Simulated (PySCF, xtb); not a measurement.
Si(Cl)2(Me)(NH2) (CH5Cl2NSi), SMILES C[Si](N)(Cl)Cl. Other conformers were not sampled.

Harmonic wavenumbers (cm⁻¹) from GFN2-xTB (xtb 6.7.1) at its own minimum, in rising order: 99, 125, 129, 177, 195, 218, 221, 381, 434, 502, 725, 786, 824, 847, 925, 1381, 1474, 1475, 1495, 3041, 3043, 3047, 3491, 3530.

Problem. What does PySCF with PBE0-D3(BJ)/def2-SVP give at its own minimum? (Estimate from the structure and the level; the computed values follow.)

Solution. 131, 153, 163, 213, 231, 256, 288, 428, 483, 570, 722, 756, 809, 873, 917, 1272, 1421, 1424, 1537, 3066, 3172, 3186, 3606, 3707. Paired by order, the mean absolute difference is 56 cm⁻¹ and the zero-point energies are 40.8 and 42.0 kcal/mol.
